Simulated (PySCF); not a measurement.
3-methylthietane (C4H8S), SMILES CC1CSC1.

The structure is a stationary point at ωB97X-D3(BJ)/def2-SVP.

Calculation: SMD-M06-2X/def2-SVP in PySCF.

Solvation free energies are E(SMD) − E(gas) at the gas-phase geometry, for 1 M in both phases. In vacuum the dipole moment is 1.99 D.

```tsv
solvent	ΔG(solv) (kcal/mol)	its non-electrostatic (CDS) part	dipole (D)
water	?	?	?
dichloromethane	-5.2	-2.8	2.51
diethylether	-4.7	-2.7	2.41
```

Question: Some entries are withheld; supply them. (Estimate from the structure and the level; the computed values follow.)

Answer: 
- water, ΔG(solv) (kcal/mol): -0.6
- water, its non-electrostatic (CDS) part: 2.2
- water, dipole (D): 2.60
